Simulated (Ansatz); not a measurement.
Geometry optimisation, DFT PBE, scalar-relativistic, plane waves, PAW (Ansatz 0.2.0).

input.yaml

```yaml
crystal:
  lattice:
    - [8.46, 0.0, 0.0]
    - [0.0, 8.46, 0.0]
    - [0.0, 0.0, 8.46]
  atoms:
    - { symbol: Na, position: [0.0, 0.0, 0.0] }
    - { symbol: Na, position: [0.5, 0.0, 0.0] }
    - { symbol: Na, position: [0.0, 0.5, 0.0] }
    - { symbol: Na, position: [0.0, 0.0, 0.5] }
    - { symbol: Na, position: [0.25, 0.25, 0.25] }
    - { symbol: Na, position: [0.5, 0.5, 0.0] }
    - { symbol: Na, position: [0.5, 0.0, 0.5] }
    - { symbol: Na, position: [0.75, 0.25, 0.25] }
    - { symbol: Na, position: [0.0, 0.5, 0.5] }
    - { symbol: Na, position: [0.25, 0.75, 0.25] }
    - { symbol: Na, position: [0.25, 0.25, 0.75] }
    - { symbol: Na, position: [0.5, 0.5, 0.5] }
    - { symbol: Na, position: [0.75, 0.75, 0.25] }
    - { symbol: Na, position: [0.75, 0.25, 0.75] }
    - { symbol: Na, position: [0.25, 0.75, 0.75] }
    - { symbol: Na, position: [0.75, 0.75, 0.75] }
    - { symbol: Cu, position: [0.13434276, 0.00471651, 0.74470667] }
basis:
  ecutwfc: 420.0
kpoints:
  mp_grid: { grid: [2, 2, 2] }
hamiltonian:
  xc: pbe
scf:
  occupations: { method: gaussian, width: 0.15 }
  lower_state_search: "off"
relax:
  f_tol: 0.03
  max_steps: 60
  adjacent_minimum: "off"
```

Launched with:

```bash
$ ansatz run input.yaml --threads 4 --pin off --max-ram 10240MiB --backend cpu --events-out ev --progress --plain --runs-dir out
```

**Question.** Where does it end, and by what steps?

**Answer.** It converged. The force dipped under the threshold on the way, but the program's further checks kept it going. Limits of this set-up: coarse k mesh. After 7 steps the energy has fallen by 1.081 eV; Na16 moved furthest, 0.57 Å. Joined: Na16–Cu17 (3.90 → 3.26 Å).

```tsv
step	energy less start (eV)	largest force component (eV/Å)	accepted
0	0.0000	1.492	yes
1	-0.4814	0.939	yes
2	-0.8648	0.265	yes
3	-1.0035	0.114	yes
4	-1.0755	0.015	yes
5	-1.0755	0.015	yes
6	-1.0801	0.028	yes
7	-1.0815	0.006	yes
```

```xyz
17
Lattice="8.4600 0.0000 0.0000 0.0000 8.4600 0.0000 0.0000 0.0000 8.4600" Properties=species:S:1:pos:R:3
Na 0.074 0.001 0.440
Na 3.786 0.003 -0.340
Na -0.159 4.232 0.192
Na 0.069 0.000 3.781
Na 2.281 2.308 2.114
Na 4.547 4.234 -0.206
Na 3.786 0.003 4.565
Na 6.039 1.912 2.111
Na -0.158 4.231 4.036
Na 2.282 6.154 2.114
Na 2.055 2.565 6.344
Na 4.546 4.234 4.433
Na 6.038 6.552 2.110
Na 6.799 1.780 6.342
Na 2.051 5.904 6.344
Na 6.798 6.685 6.342
Cu 1.064 0.005 6.339
```

Run time: 28 s on 4 threads of Intel(R) Xeon(R) Platinum 8488C (Sapphire Rapids), with other jobs on the host, peak memory 1.5 GiB.
